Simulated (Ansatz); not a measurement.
Coupled-cluster diagnostics for the cluster Fe2Pt (the lowest septet isomer of a short search), Ansatz.

Geometry of the septet (r2SCAN-D4/def2-TZVP):

```xyz
3

Fe   -1.1935   -0.3517   -0.2961
Fe    0.0963    0.6397    1.1414
Pt    1.0971   -0.2880   -0.8452
```

In the def2 sets Pt takes a core potential; there is no spin–orbit coupling. Correlated methods freeze 10 core orbitals; core or outer-core shells of Fe, Pt are correlated, in sets that lack core-valence functions. In CCSD on the charge 1 sextet the largest single amplitude is 0.24, so its Hartree–Fock determinant may place the open shell otherwise than the density functionals do. The geometry of the triplet was relaxed on an unsound state (⟨S²⟩ 5.44, where a pure state has 2.00). At PBE0-D4/def2-TZVP a octet of charge 1 lies 1.19 eV below the sextet at the same geometry. The structure comes from a short search, and lower isomers may exist.

Geometry of the charge 0 triplet (r2SCAN-D4/def2-TZVP):

```xyz
3

Fe   -0.867   -1.213    0.017
Fe   -0.228    1.297   -0.663
Pt    1.095   -0.084    0.646
```

Estimate the CCSD(T) correlation energy, the shares of MP2 and (T), T1 and the reference's ⟨S²⟩ for: charge 0, triplet, own geometry in def2-TZVP; charge 1, sextet, vertical in def2-TZVP; and the rough time on 4 threads of Arm Neoverse V2 on a shared host.


```tsv
state	basis	correlation (eV)	MP2 share (%)	(T) share (%)	T1	⟨S²⟩ (pure)	wall time	remarks
charge 0, triplet, own geometry	def2-TZVP	-35.074	100.9	3.6	0.051	6.04 (2.00)	77 s	flagged by the program, large T1 (0.051), spin-contaminated (⟨S²⟩ 6.04)
charge 1, sextet, vertical	def2-TZVP	-36.554	97.0	5.0	0.066	10.60 (8.75)	77 s	flagged by the program, large T1 (0.066), spin-contaminated (⟨S²⟩ 10.60)
```
Customary marks for T1 are 0.02 (closed shells), 0.045 (open shells) and about 0.05 (3d metals). T1 exceeds 0.02 in 2 of 2 rows and 0.045 in 2; the higher it lies, the less the single-reference result can be trusted.
